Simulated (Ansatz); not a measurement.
A nudged elastic band was laid between two geometries of FH₅SSi₂ (9 atoms, charge 0, multiplicity 1).

Level of theory: RKS PBE0-D4/def2-SVP (Ansatz 0.2.0).

```
movable images  : 5
climbing image  : yes
spring          : 5.0 eV/Å²
optimiser       : quadratic models (default)
start path      : through a guess of the saddle point
force threshold : 0.05 eV/Å
iteration limit : 60
end points      : relaxed
```

First end point:

```xyz
9
Properties=species:S:1:pos:R:3
Si -1.024 -0.078 -0.317
F -1.282 -1.491 -1.090
S -0.784 1.536 -1.693
H 0.462 1.176 -2.076
H -2.260 0.260 0.441
Si 0.904 -0.322 0.984
H 1.083 0.903 1.820
H 2.077 -0.459 0.065
H 0.823 -1.525 1.867
```

Last end point:

```xyz
9
Properties=species:S:1:pos:R:3
Si -0.725 -0.070 -0.420
F -1.034 -1.483 -1.177
S -0.029 1.410 -1.790
H -1.240 1.655 -2.338
H -2.023 0.361 0.172
Si 0.989 -0.415 1.140
H 1.234 0.853 1.892
H 2.235 -0.820 0.423
H 0.593 -1.492 2.098
```

(1) What changes between the two ends?

(2) Give the energies along the band, and the barrier.

(3) What is the geometry of the highest image?

(4) What are the harmonic wavenumbers there?

## Answers

(1) No bond is made or broken.

(2) The run converged. The highest image is number 3 of 0 to 6, 3.0 kcal/mol above the first end and 2.5 kcal/mol above the last; the last end lies 0.5 kcal/mol above the first. A vibrational analysis at the climbing image gives one clearly imaginary mode, 216i cm⁻¹: a first-order saddle point.

| image | path coordinate (Å) | energy (kcal/mol) |
| --- | --- | --- |
| 0 | 0.00 | 0.0 |
| 1 | 0.49 | 0.6 |
| 2 | 0.98 | 2.1 |
| 3 | 1.47 | 3.0 |
| 4 | 1.93 | 2.3 |
| 5 | 2.39 | 1.1 |
| 6 | 2.85 | 0.5 |

(3) 
```xyz
9
Properties=species:S:1:pos:R:3:forces:R:3
Si -0.864 -0.030 -0.298 0.00 0.01 -0.02
F -0.974 -1.307 -1.307 0.00 0.00 0.00
S -0.539 1.701 -1.539 0.00 -0.03 -0.01
H -0.561 0.941 -2.657 0.00 0.01 0.02
H -2.164 0.076 0.427 0.00 0.00 0.01
Si 0.977 -0.315 1.121 0.00 0.01 0.00
H 1.148 0.942 1.912 0.00 0.00 0.00
H 2.192 -0.545 0.284 0.00 0.00 0.00
H 0.785 -1.463 2.058 0.00 0.00 0.00
```

(4) 216i, 107, 118, 173, 228, 403, 490, 520, 545, 687, 779, 806, 864, 903, 926, 932, 2223, 2236, 2238, 2246, 2710 cm⁻¹.

The run took 2.5 min on 2 threads of Arm Neoverse V2, with other jobs on the host, peak memory 0.19 GiB.
